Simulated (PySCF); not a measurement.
# Electron correlation in K²⁺ (potassium, charge +2)

[Ne] 3s2 3p5, 2P determinant. Computed with PySCF 2.14 in cc-pVTZ-X2C, with scalar relativity by spin-free X2C-1e. Frozen: [Ne] 3s2; 5 electrons correlated.

Total MP2 correlation energy: -43.21 mhartree.

Same-spin part -13.81 and opposite-spin part -29.41 mhartree; SCS-MP2 scales them by 1/3 and 6/5 to -39.89 mhartree.

| level | correlation energy (mhartree) |
| --- | --- |
| CCSD | -50.89 |
| (T) | -0.06 |
| CCSD(T) | -50.95 |

Diagnostics: T1 = 0.0013, D1 = 0.0019, largest double amplitude 0.026.

Cost of the coupled-cluster step: 0.32 s of wall time on 1 thread of AMD EPYC 9R45 96-Core Processor (shared host), for 5 correlated electrons.
